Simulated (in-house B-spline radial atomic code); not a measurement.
How numerical settings move a run on neutral vanadium, [Ar] 3d3 4s2. Computed with an all-electron radial atomic-structure program (B-spline basis): Dirac-Kohn-Sham BLYP, spherical fractional occupations, Fermi nucleus of rms radius 3.6002 fm.

Command:
```bash
python run_scf.py task.json out
```
Settings of the sound reference run:
```
Z                23
electrons        23
configuration    [Ar] 3d3 4s2
hamiltonian      dirac
method           b88,lyp
spin_polarised   False
nucleus          fermi
rms_radius       3.6002
mass_number      51
atomic_mass      50.94396
speed_of_light   137.036
knot_spacing     0.22
spline_order     8
gauss_points     12
box_radius       50
max_iterations   70
damping          0.5
damped_steps     3
diis_vectors     10
tolerance        1e-08
start            Thomas-Fermi
```

Time taken, with all properties: 1.7 s on 1 thread of Intel(R) Xeon(R) Platinum 8259CL CPU @ 2.50GHz (shared host).

It converges in 9 iterations to -949.297360 hartree, with 4s1/2 at -4.58633 eV. The other runs change the listed settings, some to values that make no sense; their results aren't properties of the atom or ion. Radii are in bohr (the nuclear one in fm), a minus after a letter asks for a j subshell, and «unchanged» means within 1e-8 hartree. The run stops when the residual is below 10 × tolerance × max(1, Z/10), or a noise floor if that is larger, and the energy moves by less than 1e-8 × √|E| hartree; so very loose and very tight tolerances often act alike.

| changed settings | outcome |
| --- | --- |
| electrons = 24, configuration = [Ar] 3d3 4s3, max_iterations = 100 | stopped with error: shell 4s holds at most 2 electrons |
| knot_spacing = 1.4, spline_order = 6, gauss_points = 6, max_iterations = 100, start = bare nucleus | converged in 10 iterations, energy +7.34e+01 hartree from the reference, 4s1/2 level +2.4e-01 eV |
| knot_spacing = 0.55, max_iterations = 75, diis_vectors = 0 | converged in 19 iterations, energy +9.76e-03 hartree from the reference, 4s1/2 level +1.3e-03 eV |
| max_iterations = 8 | not converged after 8 iterations, last residual 3.5e-05, last energy +8.37e-08 hartree from the reference |
| knot_spacing = 0.15, gauss_points = 16, max_iterations = 5, start = bare nucleus | not converged after 5 iterations, last residual 8.1e-02, last energy +3.49e+00 hartree from the reference |
| tolerance = 1e-13 | converged in 9 iterations, energy unchanged |
| start = bare nucleus | converged in 13 iterations, energy unchanged, 4s1/2 level +2.1e-06 eV |
| max_iterations = 2 | not converged after 2 iterations, last residual 3.2e-01, last energy +3.91e+00 hartree from the reference |

**Question.** What happens with knot_spacing = 0.75, gauss_points = 8, max_iterations = 50, damped_steps = 30, start = bare nucleus?

**Answer.** Converged in 21 iterations, energy +5.63e-01 hartree from the reference, 4s1/2 level -4.5e-03 eV.

**Question.** What happens with max_iterations = 5?

**Answer.** Not converged after 5 iterations, last residual 7.4e-03, last energy +1.88e-03 hartree from the reference.

**Question.** What happens with electrons = 26, configuration = [Ar] 3d3 4s2 5s3, max_iterations = 75?

**Answer.** Stopped with error: shell 5s holds at most 2 electrons.

**Question.** What happens with max_iterations = 3?

**Answer.** Not converged after 3 iterations, last residual 5.7e-02, last energy +1.75e-01 hartree from the reference.
